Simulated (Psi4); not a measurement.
Approach curve of the dimer C5H5N ··· H6Si2 (SMILES c1ccncc1 and [SiH3][SiH3]). Monomers: optimised at B3LYP-D3(BJ) (def2-TZVP), held rigid. Orientation: lowest of the rigid-body minima from ten starts at GFN2-xTB. R is the distance of the centres of mass, along which the second monomer moves.

Method: Psi4 with SAPT0/jun-cc-pVDZ, frozen core.

Components in kJ/mol:

| R / Å | electrostatics | exchange | induction | dispersion | total |
|---|---|---|---|---|---|
| 3.62 | -153.72 | 285.77 | -46.23 | -61.43 | 24.40 |
| 3.82 | -93.07 | 169.93 | -27.15 | -44.75 | 4.96 |
| 4.06 | -51.36 | 89.73 | -14.49 | -30.88 | -6.99 |
| 4.25 | -32.39 | 53.57 | -8.99 | -23.21 | -11.01 |
| 4.44 | -20.64 | 31.69 | -5.69 | -17.58 | -12.22 |
| 4.68 | -11.92 | 16.12 | -3.29 | -12.51 | -11.60 |
| 4.94 | -6.80 | 7.63 | -1.88 | -8.77 | -9.82 |
| 5.23 | -3.84 | 3.27 | -1.06 | -5.99 | -7.61 |
| 5.75 | -1.60 | 0.70 | -0.44 | -3.15 | -4.49 |
| 6.47 | -0.62 | 0.08 | -0.16 | -1.42 | -2.12 |
| 7.48 | -0.24 | 0.00 | -0.06 | -0.54 | -0.84 |
| 8.72 | -0.10 | 0.00 | -0.02 | -0.20 | -0.32 |
